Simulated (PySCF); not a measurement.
Zr(O)2 anion (O₂Zr), SMILES [O]=[Zr]=[O] (connectivity only; charge and spin as stated), charge -1, multiplicity 2. Atoms are numbered in the order given.

```xyz
3

Zr     0.0000     0.0000     0.2966
O      0.0000    -1.4880    -0.7415
O      0.0000     1.4880    -0.7415
```
Charge -1, spin multiplicity 2.

Geometry: B3LYP-D3(BJ)/def2-TZVPD. The spin state was assumed, not searched. The isomer is the one that the SMILES or the coordinates give; other isomers of the formula were not compared. The def2 effective core potentials stand for the cores of Zr; spin–orbit coupling is left out.

Calculation: PySCF with PBE0/def2-TZVPD.

Mulliken values depend strongly on the basis, most of all with diffuse functions as here. ESP charges are fitted to the potential on shells at 1.4 to 2.0 van der Waals radii. Atomic charges (e):

| atom | Mulliken | ESP fit | Mulliken spin |
|---|---|---|---|
| Zr1 | 0.70 | 0.13 | 1.20 |
| O2 | -0.85 | -0.56 | -0.10 |
| O3 | -0.85 | -0.56 | -0.10 |
